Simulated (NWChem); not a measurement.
System: C5H7O, doublet; SMILES O=C1C[CH]CC1

Here is an NWChem input.

```
start job
memory heap 200 mb stack 900 mb global 1100 mb
geometry units angstroms
  O      0.830118     1.805152     0.394410
  C      0.353520     0.733570     0.132486
  C      1.096770    -0.586460     0.123480
  C      0.070166    -1.607387    -0.150767
  C     -1.289013    -1.031899    -0.275743
  C     -1.089970     0.485135    -0.255746
  H      1.617460    -0.730157     1.079737
  H      1.890352    -0.549993    -0.635437
  H      0.269113    -2.660308    -0.184684
  H     -1.931603    -1.355135     0.555543
  H     -1.790785    -1.370518    -1.189363
  H     -1.245340     0.927064    -1.242068
  H     -1.755694     1.001288     0.435370
end
basis spherical
  * library 6-31g*
end
dft
  odft
  mult 2
  xc b3lyp
  iterations 150
end
driver
  maxiter 120
end
task dft optimize
task dft freq
```

The level has its own optimisation; frequencies are unscaled. Brackets give each atom's bonded neighbours.

### Question
Give the results of this calculation. (B3LYP/6-31G* (spherical d), spin-unrestricted.) Quantities: r C–O (Å); r C–C [C(CCHH)–C(CCO)] (Å); r C–H [C(CCH)–H(C)] (Å); r C–C [C(CCHH)–C(CCHH)] (Å); highest harmonic frequency (cm⁻¹); lowest (cm⁻¹); zero-point energy (kcal/mol); dipole (D).

### Answer
| Quantity | Value |
|---|---|
| r C–O (Å) | 1.210 |
| r C–C [C(CCHH)–C(CCO)] (Å) | 1.536 |
| r C–H [C(CCH)–H(C)] (Å) | 1.084 |
| r C–C [C(CCHH)–C(CCHH)] (Å) | 1.544 |
| highest harmonic frequency (cm⁻¹) | 3226 |
| lowest (cm⁻¹) | 6 |
| zero-point energy (kcal/mol) | 66.7 |
| dipole (D) | 2.73 |
